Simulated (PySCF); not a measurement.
germanium monotelluride (GeTe), SMILES [Ge]=[Te] (connectivity only; charge and spin as stated), neutral, multiplicity 1. Atoms are numbered in the order given.

```xyz
2

Ge     0.0000     0.0000    -1.4476
Te     0.0000     0.0000     0.8908
```

Geometry optimised at PBE0-D3(BJ)/def2-TZVP. The def2 effective core potentials stand for the cores of Te; spin–orbit coupling is left out.

Computed with PBE0-D3(BJ)/def2-TZVP run with PySCF.

Frequencies are harmonic and unscaled.

Q: List the normal modes with their intensities. (Estimate from the structure and the level; the computed values follow.)

A: 
```
mode  ν (cm⁻¹)  IR (km/mol)  moving atoms (share of kinetic energy)
----  --------  -----------  --------------------------------------
1          338         15.2                        Ge 64 %, Te 36 %
```
